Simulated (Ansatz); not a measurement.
This geometry of C2H8BNS (13 atoms, charge 0, multiplicity 1) is a first-order saddle point.

Computed with RKS PBE/def2-SVP in Ansatz 0.2.0.

```xyz
13
Properties=species:S:1:pos:R:3
B -0.791 0.602 -0.105
N -0.096 -0.294 0.971
C 0.790 -1.384 0.547
S -2.503 0.503 0.332
H -1.466 -0.386 1.227
C 0.000 1.309 -1.264
H 0.353 0.285 1.697
H 1.126 -1.980 1.419
H 0.231 -2.060 -0.131
H 1.690 -1.023 0.001
H -0.643 1.948 -1.898
H 0.475 0.550 -1.925
H 0.835 1.930 -0.871
```

(1) Which two structures does it join? (They come from a converged band through this point; their orientation in space is the band's.)

(2) How far does it lie above each of them?

Answers

(1) Bonds broken: S4–H5. Bonds formed: N2–H5.

First end point:

```xyz
13
Properties=species:S:1:pos:R:3
B -0.676 0.497 0.023
N -0.133 -0.614 0.708
C 1.114 -1.300 0.429
S -2.280 1.239 0.535
H -2.564 0.420 1.588
C 0.048 1.179 -1.215
H -0.648 -1.009 1.497
H 1.817 -1.262 1.292
H 0.957 -2.372 0.175
H 1.623 -0.827 -0.432
H -0.541 2.005 -1.658
H 0.248 0.443 -2.023
H 1.033 1.601 -0.918
```

Last end point:

```xyz
13
Properties=species:S:1:pos:R:3
B -0.964 0.612 -0.175
N -0.160 -0.268 0.977
C 0.719 -1.372 0.524
S -2.660 0.573 0.065
H -0.978 -0.611 1.518
C 0.027 1.281 -1.215
H 0.361 0.378 1.594
H 1.136 -1.939 1.379
H 0.123 -2.053 -0.112
H 1.548 -0.959 -0.080
H -0.528 1.947 -1.901
H 0.550 0.526 -1.844
H 0.826 1.885 -0.728
```

(2) 1.50 eV above the first and 0.51 eV above the second. This is the barrier of this one path; another mechanism may lie lower. The orbitals stay closed-shell, which can raise the energy where a bond breaks towards radicals; this wasn't checked here.

Time of the run: 6.3 min on 2 threads of Arm Neoverse V1, with other jobs on the host, peak memory 0.15 GiB.
